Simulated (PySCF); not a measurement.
C4CoO4, doublet, geometry from GFN2-xTB (such geometries of metal compounds can be far from the true shape) (the multiplicity is a formal guess).

Here is a job for PySCF.
```python
from pyscf import gto, scf, dft

mol = gto.M(
    atom='''
Co   -0.000000    0.000000   -0.000000
O     1.343801    1.245034   -2.271028
C     0.860997    0.750185   -1.361262
O    -0.107426   -1.323677    2.598041
C    -0.016987   -0.803870    1.584498
O    -0.439820   -2.495032   -1.447360
C    -0.314094   -1.506427   -0.888342
O    -0.796556    2.573675    1.120346
C    -0.529917    1.560112    0.665106
''',
    basis='6-31g',
    charge=0,
    spin=1,
    verbose=4,
)

mf = dft.UKS(mol)
mf.xc = 'blyp'
mf = mf.density_fit(auxbasis='def2-universal-jkfit')
mf.kernel()
```

### Question
What does this run give for the Mulliken (on the basis functions themselves) charges in atom order, total energy, nuclear repulsion energy, <S^2>?

### Answer

- Mulliken (on the basis functions themselves) charges in atom order: Co1 -0.02, O2 -0.24, C3 0.25, O4 -0.24, C5 0.25, O6 -0.24, C7 0.25, O8 -0.24, C9 0.25
- total energy: -1835.8465 Eh
- nuclear repulsion energy: 603.3949 Eh
- <S^2>: 0.751

These values belong to the state on which the SCF converged, which isn't shown to be the lowest.
